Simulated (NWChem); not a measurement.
Program: NWChem. System: Se, charge 2, spin multiplicity 3. Its SCF solution wasn't tested for a lower state. Level: UHF/def2-TZVP.

Input file:

```
start mol
memory heap 200 mb stack 900 mb global 1100 mb
charge 2
geometry units angstroms nocenter noautoz
  Se     0.000000     0.000000     0.000000
  symmetry group D2h
end
basis spherical
  * library def2-tzvp
end
scf
  uhf
  nopen 2
  maxiter 100
  thresh 1e-7
  semidirect memsize 60000000 filesize 0
  # guess.movecs holds the orbitals of an unrestricted PBE0 run
  vectors input guess.movecs output mol.movecs
end
task scf energy
```

Part of the output:

```
             Northwest Computational Chemistry Package (NWChem) 7.3.0
             --------------------------------------------------------

                                NWChem Input Module
                                -------------------

 Scaling coordinates for geometry "geometry" by  1.889725989
 (inverse scale =  0.529177249)

                             Geometry "geometry" -> ""
                             -------------------------

 Output coordinates in angstroms (scale by  1.889725989 to convert to a.u.)

  No.       Tag          Charge          X              Y              Z
 ---- ---------------- ---------- -------------- -------------- --------------
    1 Se                  34.0000     0.00000000     0.00000000     0.00000000

 Effective nuclear repulsion energy (a.u.)       0.0000000000

            Nuclear Dipole moment (a.u.)
            ----------------------------
        X                 Y               Z
 ---------------- ---------------- ----------------
     0.0000000000     0.0000000000     0.0000000000

      Symmetry information
      --------------------

 Group name             D2h
 Group number             26
 Group order               8
 No. of unique centers     1

      Symmetry unique atoms

     1


 Summary of "ao basis" -> "" (spherical)
 ------------------------------------------------------------------------------
       Tag                 Description            Shells   Functions and Types
 ---------------- ------------------------------  ------  ---------------------
 *                         def2-tzvp                  on all atoms

 Summary of "ao basis" -> "ao basis" (spherical)
 ------------------------------------------------------------------------------
       Tag                 Description            Shells   Functions and Types
 ---------------- ------------------------------  ------  ---------------------
 Se                        def2-tzvp                16       48   6s5p4d1f

                                 NWChem SCF Module
                                 -----------------

  ao basis        = "ao basis"
[...]
              MO Center= -5.5D-17,  5.5D-17, -6.8D-16, r^2= 1.5D+00
   Bfn.  Coefficient  Atom+Function         Bfn.  Coefficient  Atom+Function
  ----- ------------  ---------------      ----- ------------  ---------------
    18      0.623035  1 Se pz                12     -0.349596  1 Se pz
    15      0.303313  1 Se pz                21      0.226959  1 Se pz

 Vector   17  Occ=0.000000D+00  E=-6.414119D-01  Symmetry=b2u
              MO Center= -1.7D-29, -3.4D-18, -1.4D-27, r^2= 1.6D+00
   Bfn.  Coefficient  Atom+Function         Bfn.  Coefficient  Atom+Function
  ----- ------------  ---------------      ----- ------------  ---------------
    17      0.587763  1 Se py                11     -0.339267  1 Se py
    14      0.294943  1 Se py                20      0.277566  1 Se py

 Vector   18  Occ=0.000000D+00  E=-6.414119D-01  Symmetry=b3u
              MO Center= -5.8D-19, -1.0D-29,  8.5D-28, r^2= 1.6D+00
   Bfn.  Coefficient  Atom+Function         Bfn.  Coefficient  Atom+Function
  ----- ------------  ---------------      ----- ------------  ---------------
    16      0.587763  1 Se px                10     -0.339267  1 Se px
    13      0.294943  1 Se px                19      0.277566  1 Se px

 center of mass
 --------------
 x =   0.00000000 y =   0.00000000 z =   0.00000000

 moments of inertia (a.u.)
 ------------------
           0.000000000000           0.000000000000           0.000000000000
           0.000000000000           0.000000000000           0.000000000000
           0.000000000000           0.000000000000           0.000000000000

  Mulliken analysis of the total density
  --------------------------------------

    Atom       Charge   Shell Charges
 -----------   ------   -------------------------------------------------------
    1 Se  34    32.00   2.00  2.00  1.18  0.76  1.37  0.69  6.00  5.92  0.70  1.25  0.13  8.99  1.03 -0.02  0.01  0.00

  Mulliken analysis of the alpha density
  --------------------------------------

    Atom       Charge   Shell Charges
 -----------   ------   -------------------------------------------------------
    1 Se  34    17.00   1.00  1.00  0.59  0.38  0.70  0.34  3.00  2.97  0.64  1.26  0.13  4.48  0.52 -0.01  0.01  0.00

   Mulliken analysis of the beta density
   -------------------------------------

    Atom       Charge   Shell Charges
 -----------   ------   -------------------------------------------------------
    1 Se  34    15.00   1.00  1.00  0.59  0.38  0.68  0.35  3.00  2.95  0.05 -0.00  0.00  4.50  0.51 -0.02  0.01  0.00

   Mulliken analysis of the spin density
   -------------------------------------

    Atom       Charge   Shell Charges
 -----------   ------   -------------------------------------------------------
    1 Se  34     2.00  -0.00  0.00  0.00 -0.01  0.02 -0.02  0.00  0.02  0.59  1.26  0.13 -0.02  0.01  0.01  0.00  0.00

       Multipole analysis of the density wrt the origin
       ------------------------------------------------

     L   x y z        total         alpha         beta         nuclear
     -   - - -        -----         -----         ----         -------
     0   0 0 0      2.000000    -17.000000    -15.000000     34.000000

     1   1 0 0     -0.000000     -0.000000     -0.000000      0.000000
     1   0 1 0     -0.000000     -0.000000      0.000000      0.000000
     1   0 0 1     -0.000000      0.000000     -0.000000      0.000000

     2   2 0 0     -8.770973     -6.269464     -2.501509      0.000000
     2   1 1 0     -0.000000     -0.000000     -0.000000      0.000000
     2   1 0 1     -0.000000     -0.000000     -0.000000      0.000000
     2   0 2 0     -8.770973     -6.269464     -2.501509      0.000000
     2   0 1 1      0.000000     -0.000000      0.000000      0.000000
     2   0 0 2     -6.922423     -4.264845     -2.657578      0.000000

 Task  times  cpu:        0.9s     wall:        0.9s

 Total times  cpu:        1.0s     wall:        1.0s
```
